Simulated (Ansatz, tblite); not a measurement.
Forces on closo-2-NB4 (H on N) (B₄NH₅) at its r2SCAN-D4/def2-SVP geometry. Charge 0, multiplicity 1.

The xTB rows come from tblite.

GFN1-xTB (tblite), largest force 1.64 eV/Å:

```xyz
10
positions Å, forces eV/Å
N     0.582   -0.388    0.372    1.203   -0.802    0.770
B     0.041    0.391   -1.038    0.249   -0.421   -1.293
B     0.351    1.123    0.516   -0.705   -0.082    0.258
B    -0.424   -1.074   -0.563    0.181    0.430   -0.595
B    -0.994    0.246    0.428   -0.568    0.636    1.089
H     1.333   -0.889    0.853   -0.517    0.344   -0.331
H     0.614    0.913   -1.946   -0.239   -0.316    0.467
H     1.098    1.941    0.958   -0.288   -0.462   -0.230
H    -0.650   -2.239   -0.671    0.152    0.553    0.143
H    -1.952   -0.022    1.090    0.531    0.122   -0.280
```

GFN2-xTB (tblite), largest force 1.17 eV/Å:

```
N -0.499 0.334 -0.319
B 0.272 -0.596 0.005
B -0.602 -0.983 -0.214
B 0.512 1.042 0.156
B 0.454 0.110 0.459
H -0.387 0.257 -0.247
H -0.282 -0.365 0.569
H -0.318 -0.532 -0.208
H 0.215 0.601 0.142
H 0.634 0.132 -0.344
```

r2SCAN-D4/def2-TZVP (Ansatz), largest force 0.33 eV/Å:

```
N 0.118 -0.078 0.076
B 0.051 -0.115 -0.106
B -0.033 -0.017 0.096
B 0.076 -0.012 -0.069
B 0.014 0.071 0.148
H -0.173 0.115 -0.110
H -0.156 -0.137 0.234
H -0.204 -0.225 -0.128
H 0.058 0.322 0.035
H 0.248 0.077 -0.175
```
